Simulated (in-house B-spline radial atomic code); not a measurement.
The numbers below are computed, except where a source is named.
**Correlation energy from the adiabatic connection: −Z/r, Z = 6.5**

Two electrons in a singlet, external potential −Z/r, Z = 6.5 (atomic units). Full CI in B-splines (partial waves to l = 8, correlation up to 0.6 % small) with the density held fixed gives W(λ) = <V_ee>_λ − U, and E_c is the integral of W(λ) − W(0) from 0 to 1.

```csv
λ,W(λ) − W(0) (hartree)
0,0.00000
0.02,-0.00187
0.05,-0.00466
0.12,-0.01114
0.25,-0.02303
0.4,-0.03653
0.6,-0.05416
0.8,-0.07139
1,-0.08823
```

Problem. Integrate the table by the trapezoid rule.

Solution. The strips give -0.00002, -0.00010, -0.00055, -0.00222, -0.00447, -0.00907, -0.01256, -0.01596, which sum to -0.04494 hartree. The direct value, W(1) − W(0) + T_c with T_c = 0.04326, is -0.04497; the curve is convex, so chords lie above it and the trapezoids fall short in size by 0.06 %.

Problem. Now use only three numbers: W(0) = -3.8397, the initial slope W'(0) = -0.09349 (extrapolated from the first points) and the strong-coupling limit of the point-charge-plus-continuum model, W∞ = -5.4528. What do second-order theory and the interpolation W(λ) = W∞ + (W(0) − W∞)/√(1 + 2χλ) of Seidl, Perdew and Levy give?

Solution. Second order keeps the slope alone: E_c = W'(0)/2 = -0.04675, +4 % in size against -0.04497. Matching the slope fixes χ = W'(0)/(W∞ − W(0)) = -0.09349/(-1.61310) = 0.05796. Integrating, with s = √(1 + 2χ) = 1.056368, E_c = −(W(0) − W∞)(s − 1)/(s + 1) = −1.61310 × 0.056368/2.056368 = -0.04422 hartree, -1.7 % in size against the full result. At λ = 1 the formula gives W − W(0) = -0.08608 against -0.08823. Part of the miss can come from the model's W∞.
